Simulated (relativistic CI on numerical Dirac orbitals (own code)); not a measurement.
## d1 to d9 in one tetrahedral field

Computed with a parametric ligand-field model without spin-orbit coupling, by exact diagonalisation: B = 940, C = 4400, 10Dq = -8600 cm⁻¹ (Td; |10Dq|/B = 9.1) for every shell. Energies in cm⁻¹; the field energy is (0.6 n_e − 0.4 n_t2) × 10Dq of the ground term; g labels are left out.

```
Shell  Ground term  Electrons in e  Field energy  First spin-allowed bands  Lowest term of other spin
   d1           2E           1.000         -5160                  2T2 8600                           
   d2          3A2           2.000        -10320       3T2 8600, 3T1 14310                   1E 15753
   d3          4T1           1.917         -6167       4T2 7476, 4A2 16076                   2E 11545
   d4          5T2           2.000         -3440                   5E 8600                  3T1 15451
   d5          6A1           2.000             0                      none                  4T1 25741
   d6           5E           3.000         -5160                  5T2 8600                  3T1 16103
   d7          4A2           4.000        -10320       4T2 8600, 4T1 14310                   2E 19441
   d8          3T1           3.917         -6167       3T2 7476, 3A2 16076                  1T2 14939
   d9          2T2           4.000         -3440                   2E 8600
```

Every shell keeps the spin of the free ion. Tetrahedral fields of 3d complexes are almost always too weak to pair spins. High-spin d^(n+5) repeats the spin-allowed bands of d^n, since the half-filled shell is spherical.
